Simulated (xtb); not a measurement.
C2H4O2, charge +1, doublet, at a GFN2-xTB geometry (a state made from the parent by changing its charge; the spin is typed, not shown lowest); GFN2-xTB run with xtb.

Here is a job for xtb.
```
$ xtb mol.xyz --gfn 2 --chrg 1 --uhf 1 --etemp 10000 --json

# file mol.xyz
8

C     -1.32042707    -0.34233683     0.10969151
C      0.16773184     0.07655207    -0.03935270
O      1.01383999    -0.61812188     0.59301465
O      0.22080451     1.02845262    -0.76494638
H     -2.00780565     0.29290902    -0.45854172
H     -1.37266535    -1.36484274    -0.28366076
H     -1.54266230    -0.24051275     1.17890456
H      1.96214867    -0.37549092     0.51671879
```

Write the output that xtb gives for this input, abridged.


```
   ID    Z sym.   atoms
    1    6 C      1, 2
    2    8 O      3, 4
    3    1 H      5-8

           -------------------------------------------------
          |                Calculation Setup                |
           -------------------------------------------------

           -------------------------------------------------
          |                 G F N 2 - x T B                 |
           -------------------------------------------------

          ...................................................
          :                      SETUP                      :
          :.................................................:
          :  # basis functions                  20          :
          :  # atomic orbitals                  20          :
          :  # shells                           12          :
          :  # electrons                        23          :
          :  max. iterations                   250          :
          :  Hamiltonian                  GFN2-xTB          :
          :  restarted?                      false          :
          :  GBSA solvation                  false          :
          :  PC potential                    false          :
          :  electronic temp.        10000.0000000     K    :
          :  accuracy                    1.0000000          :
          :  -> integral cutoff          0.2500000E+02      :
          :  -> integral neglect         0.1000000E-07      :
          :  -> SCF convergence          0.1000000E-05 Eh   :
          :  -> wf. convergence          0.1000000E-03 e    :
          :  Broyden damping             0.4000000          :
          :  net charge                          1          :
          :  unpaired electrons                  1          :
          ...................................................

 iter      E             dE          RMSdq      gap      omega  full diag
   1    -14.0418375 -0.140418E+02  0.400E+00    5.99       0.0  T
   2    -14.0664121 -0.245746E-01  0.258E+00    4.94       1.0  T
   3    -14.0695516 -0.313948E-02  0.129E+00    5.38       1.0  T
   4    -14.0728687 -0.331703E-02  0.315E-01    5.19       1.0  T
   5    -14.0733837 -0.515052E-03  0.115E-01    5.17       1.0  T
   6    -14.0733875 -0.375625E-05  0.434E-02    5.18       1.0  T
   7    -14.0733943 -0.679094E-05  0.173E-02    5.18       2.0  T
   8    -14.0733944 -0.144615E-06  0.661E-03    5.18       5.3  T
   9    -14.0733946 -0.163208E-06  0.193E-03    5.18      18.4  T
  10    -14.0733946 -0.149597E-07  0.657E-04    5.18      53.8  T
  11    -14.0733946 -0.148388E-08  0.731E-05    5.18     483.6  T

   *** convergence criteria satisfied after 11 iterations ***

         :::::::::::::::::::::::::::::::::::::::::::::::::::::
         ::                     SUMMARY                     ::
         :::::::::::::::::::::::::::::::::::::::::::::::::::::
         :: total energy             -13.936292732001 Eh    ::
         :: gradient norm              0.059650181172 Eh/a0 ::
         :: HOMO-LUMO gap              5.178806224287 eV    ::
         ::.................................................::
         :: SCC energy               -14.073394136268 Eh    ::
         :: -> isotropic ES            0.141352016417 Eh    ::
         :: -> anisotropic ES         -0.007096901398 Eh    ::
         :: -> anisotropic XC          0.001945622738 Eh    ::
         :: -> dispersion             -0.002212371268 Eh    ::
         :: repulsion energy           0.137101404266 Eh    ::
         :: add. restraining           0.000000000000 Eh    ::
         :: total charge               1.000000000001 e     ::
         :::::::::::::::::::::::::::::::::::::::::::::::::::::

           -------------------------------------------------
          |                Property Printout                |
           -------------------------------------------------

    * Orbital Energies and Occupations

         #    Occupation            Energy/Eh            Energy/eV
      -------------------------------------------------------------
         1        2.0000           -1.0222344             -27.8164
         2        2.0000           -0.9979266             -27.1550
         3        1.9996           -0.9339935             -25.4153
         4        1.9984           -0.8866884             -24.1280
         5        1.9967           -0.8628065             -23.4782
         6        1.9945           -0.8469220             -23.0459
         7        1.9865           -0.8182187             -22.2649
         8        1.9270           -0.7629492             -20.7609
         9        1.8998           -0.7520139             -20.4633
        10        1.8575           -0.7394763             -20.1222
        11        1.8519           -0.7380668             -20.0838
        12        1.4286           -0.6770316             -18.4230 (HOMO)
        13        0.0596           -0.4867139             -13.2442 (LUMO)
        14        0.0000           -0.2377520              -6.4696
        15        0.0000           -0.1178939              -3.2081
        16        0.0000           -0.0820347              -2.2323
        17                         -0.0501132              -1.3637
        18                         -0.0206812              -0.5628
        19                          0.0600600               1.6343
        20                          0.4796822              13.0528
      -------------------------------------------------------------
                  HL-Gap            0.1903176 Eh            5.1788 eV
             Fermi-level           -0.6282579 Eh          -17.0958 eV

     #   Z          covCN         q      C6AA      α(0)
     1   6 C        3.753    -0.120    22.860     6.818
     2   6 C        2.683     0.398    20.274     7.368
     3   8 O        1.658    -0.202    17.383     5.628
     4   8 O        0.865    -0.154    17.333     5.582
     5   1 H        0.924     0.220     1.002     1.566
     6   1 H        0.924     0.220     1.003     1.566
     7   1 H        0.924     0.220     1.003     1.566
     8   1 H        0.803     0.418     0.453     1.057

 Mol. C6AA /au·bohr⁶  :        450.421829
 Mol. C8AA /au·bohr⁸  :       9966.710831
 Mol. α(0) /au        :         31.151997

Wiberg/Mayer (AO) data.
largest (>0.10) Wiberg bond orders for each atom

 ---------------------------------------------------------------------------
     #   Z sym  total        # sym  WBO       # sym  WBO       # sym  WBO
 ---------------------------------------------------------------------------
     1   6 C    3.470 --     5 H    0.856     6 H    0.842     7 H    0.842
                             2 C    0.838
     2   6 C    3.801 --     4 O    1.644     3 O    1.298     1 C    0.838
     3   8 O    2.248 --     2 C    1.298     8 H    0.785     4 O    0.138
     4   8 O    1.867 --     2 C    1.644     3 O    0.138
     5   1 H    0.868 --     1 C    0.856
     6   1 H    0.871 --     1 C    0.842
     7   1 H    0.871 --     1 C    0.842
     8   1 H    0.811 --     3 O    0.785
 ---------------------------------------------------------------------------

Topologies differ in total number of bonds
Writing topology from bond orders to xtbtopo.mol

molecular dipole:
                 x           y           z       tot (Debye)
 q only:       -0.523      -0.770       0.531
   full:       -0.327      -0.759       0.545       2.516
molecular quadrupole (traceless):
                xx          xy          yy          xz          yz          zz
 q only:        9.776       0.529      -5.078       1.239       0.593      -4.698
  q+dip:       10.640       0.495      -5.860       1.260       1.895      -4.780
   full:       10.682       0.688      -5.947       1.078       2.238      -4.735

           -------------------------------------------------
          | TOTAL ENERGY              -13.936292732001 Eh   |
          | GRADIENT NORM               0.059650181172 Eh/α |
          | HOMO-LUMO GAP               5.178806224287 eV   |
           -------------------------------------------------

normal termination of xtb
```
